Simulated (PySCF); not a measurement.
PySCF 2.14 output of a UHF calculation on a single atom or ion in aug-cc-pVQZ-DK, with scalar relativity by spin-free X2C-1e:

```
SCF conv_tol = 1e-09
number electrons alpha = 3  beta = 1
cycle= 1 E= -14.5157877962415  delta_E= -0.0019  |g|= 0.0122  |ddm|= 0.0471
cycle= 2 E= -14.5160319355491  delta_E= -0.000244  |g|= 0.0044  |ddm|= 0.0183
cycle= 3 E= -14.5160718232297  delta_E= -3.99e-05  |g|= 0.000293  |ddm|= 0.0114
cycle= 4 E= -14.5160720585552  delta_E= -2.35e-07  |g|= 5.71e-05  |ddm|= 0.00172
cycle= 5 E= -14.516072069204  delta_E= -1.06e-08  |g|= 1.19e-05  |ddm|= 0.000583
cycle= 6 E= -14.5160720696625  delta_E= -4.58e-10  |g|= 1.41e-06  |ddm|= 0.000135
converged SCF energy = -14.5160720696625  <S^2> = 2.0000109  2S+1 = 3.0000073
```

The run itself started from symmetry-adapted Hartree-Fock orbitals and held the occupation by maximum overlap, so the iterations belong to that start.

Task: Which element, charge and spin multiplicity is this?

Result: Be (beryllium, neutral), multiplicity 3; the state was [He] 2s1 2p1, high-spin 3P determinant (an excited configuration).
